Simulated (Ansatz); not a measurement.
FNa, charge -1, doublet, at the geometry of the source list (a state made from the parent by changing its charge; the spin is typed, not shown lowest) (a gas-phase anion, which may not be bound at this level). Base run: Ansatz (a quantum-chemistry and plane-wave program) with PBE0/def2-SV(P).

Here is a job for Ansatz.
Ansatz 0.2 input:
```yaml
crystal:
  periodic: [false, false, false]
  atoms:
    - {symbol: Na, position_ang: [-0.46820000, -0.38610000, -0.63250000]}
    - {symbol: F, position_ang: [0.46820000, 0.38610000, 0.63250000]}
basis:
  gaussian:
    orbitals: def2-SV_P_.json
hamiltonian:
  xc: pbe0
total_charge: -1
magnetization: {spin_polarized: true, initial_magnetization: 1}
```
The basis file holds def2-SV(P) in the JSON format of the Basis Set Exchange.

The base run was repeated with changes; each row names its change, and settings that it needs were set with it.

```tsv
change	ΔE vs base (mEh)
base	0.000
final_grid = 6, 12, 29	0.005
accuracy = high	0.001
final_grid = 4, 8, 17	-0.144
lower_state_search = light	0.000
final_grid = 14, 28, 59	0.001
point_charge = charge:0.5 position_ang:-1.1049, 2.4369, 2.8051	-66.438
forces = on	0.000
final_grid = 10, 20, 41	0.001
point_charge = charge:-1.0 position_ang:-2.2429, 1.4651, -2.8018	106.6
point_charge = charge:1.0 position_ang:-1.3616, 1.2982, -3.3894	-177.2
```

A gas-phase anion may not be bound at this level; its values then depend on the basis.
